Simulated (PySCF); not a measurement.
PySCF input for C4H10Cl3GeN, SMILES CC[N](CC)[Ge]([Cl])([Cl])[Cl], B3LYP/pcSseg-1. Geometry: r2SCAN-D4/def2-SVP. Other conformers were not sampled.

```python
import numpy as np
from pyscf import gto, scf, dft
from pyscf.prop.nmr import rks as nmr

mol = gto.M(
    atom='''
    C     1.69159962   -2.28822114    0.73521838
    C     0.98875523   -2.07636734   -0.60307434
    N    -0.17611823   -1.18765640   -0.57221364
    C    -1.50550056   -1.79063446   -0.48322621
    C    -1.82004711   -2.50040373    0.83059605
    Ge    0.02624332    0.54127054   -0.12442832
    Cl   -0.09226660    0.96995406    1.99366654
    Cl   -1.51584797    1.71841855   -1.04298865
    Cl    1.95221113    1.20697050   -0.79120394
    H     1.00579263   -2.67764301    1.50214563
    H     2.11381941   -1.34200088    1.11095716
    H     2.52666514   -2.99839175    0.62280742
    H     1.71590363   -1.68704521   -1.33734735
    H     0.63280709   -3.04086307   -1.00705825
    H    -1.61052674   -2.49744040   -1.32878532
    H    -2.24949547   -0.99681452   -0.66650603
    H    -2.85534518   -2.87719019    0.82200724
    H    -1.15544917   -3.36278814    0.99570985
    H    -1.70961465   -1.81395856    1.68513115
    ''',
    basis='pcSseg-1',
    charge=0,
    spin=0,
    max_memory=1600,
    verbose=3,
)
mf = dft.RKS(mol, xc='b3lyp').density_fit(auxbasis='def2-universal-jkfit')
mf.grids.level = 3
mf.conv_tol = 1e-10
mf.max_cycle = 100
mf.kernel()
n = nmr.NMR(mf)
n.verbose = 2
n.max_cycle_cphf = 60
sigma = n.kernel()
print('atom   isotropic/ppm   span/ppm')
for i, s in enumerate(sigma):
    w = np.linalg.eigvalsh((s + s.T) / 2)
    print(f'{mol.atom_symbol(i):2s}{i + 1:3d} {w.mean():14.3f} {w[2] - w[0]:11.3f}')
```

Log of the run:

```
converged SCF energy = -3670.74335949164
atom   isotropic/ppm   span/ppm
C   1        155.904      37.046
C   2        128.159      65.059
N   3        148.246     130.759
C   4        127.921      59.584
C   5        159.076      35.576
Ge  6       1187.573     105.630
Cl  7        676.025     460.907
Cl  8        778.407     435.654
Cl  9        788.263     403.651
H  10         30.028       7.559
H  11         29.886       7.126
H  12         30.299      12.269
H  13         27.651      10.124
H  14         28.789      10.601
H  15         28.563      12.310
H  16         27.861      11.188
H  17         30.394      12.230
H  18         29.940       8.856
H  19         30.072       8.003
```

The calculation finished and met its thresholds.
